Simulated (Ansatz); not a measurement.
Gas-phase electronic energies from Ansatz, PBE0-D4/def2-TZVP geometries. CCSD(T)/CBS is the MP2 limit (def2-TZVPP, def2-QZVPP) plus CCSD(T) − MP2 in def2-TZVPP, frozen cores. This one scheme is used for every species. DFT in def2-TZVPP. Each species was taken in one conformer, which may not be the lowest.

Reaction (ligand exchange at the Al–C bond): `C[CH2][AlH][CH2]N` + H₂S → `C[CH2][AlH][SH]` + CH₃NH₂

| level | ΔE (eV) |
| --- | --- |
| PBE-D4 | -1.47 |
| revPBE-D4 | -1.46 |
| r2SCAN-D4 | -1.54 |
| B2PLYP | -1.51 |
| r2SCAN0 | -1.56 |
| MP2/def2-SVP | -1.53 |
| MP2/def2-TZVPP | -1.53 |
| CCSD/def2-TZVPP | -1.49 |

(1) What does CCSD(T)/CBS give? (An estimate is asked.)

Largest T1 diagnostic among the species: 0.010.

## Answers

(1) The calculation gave: -1.50 eV. The listed levels differ from it by 0.03, 0.04, -0.04, -0.01, -0.06, -0.03, -0.03, 0.01 eV.

In def2-TZVPP, CCSD(T) changes the Hartree–Fock value by +0.11 eV (the triples alone add +0.00 eV) and MP2 by +0.07 eV. Leaving LDA and LC-ωPBE aside and taking each functional with its dispersion term where it has one, the values, not all of them listed here, spread over 0.11 eV, from r2SCAN0-D4 to BLYP-D4. LDA lies +0.05 eV from PBE without D4.
